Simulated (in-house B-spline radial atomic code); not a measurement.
Configurations of Lu, with energies counted from [Xe] 4f14 (5d3/2)1 6s2. Method: Dirac-Hartree-Fock, average of each configuration as written, Fermi nucleus of rms radius 5.37 fm. Calculated with a B-spline radial code for spherical atoms. Energies include first-order Breit, QED and recoil terms.

Occupations are held fixed; configurations that lie above the ionisation limit could autoionise.

```
                                       configuration  E - E(ref) (eV)  highest orbital  its <r> (bohr)
                              [Xe] 4f14 (5d5/2)1 6s2          0.17231            5d5/2           2.783
                              [Xe] 4f14 6s2 (6d3/2)1           3.1302            6d3/2           12.55
       [Xe] (4f5/2)5 (4f7/2)8 (5d5/2)1 6s2 (10d3/2)1           13.812           10d3/2           74.31
[Kr] (4d3/2)3 (4d5/2)6 4f14 5s2 5p6 (5d5/2)1 6s2 7s1           213.55            7s1/2           9.628
```

Order these further configurations by energy, lowest first.
A. [Xe] 4f14 6s2 (7g9/2)1
B. [Xe] 4f14 6s2 7s1
C. [Xe] 4f14 6s2 (7p3/2)1
D. [Xe] 4f14 6s2 (8d5/2)1
E. [Xe] (4f5/2)6 (4f7/2)7 (5d5/2)1 6s2 (8d3/2)1

B (2.3092 eV), C (2.995 eV), D (3.967 eV), A (4.1856 eV), E (12.201 eV).
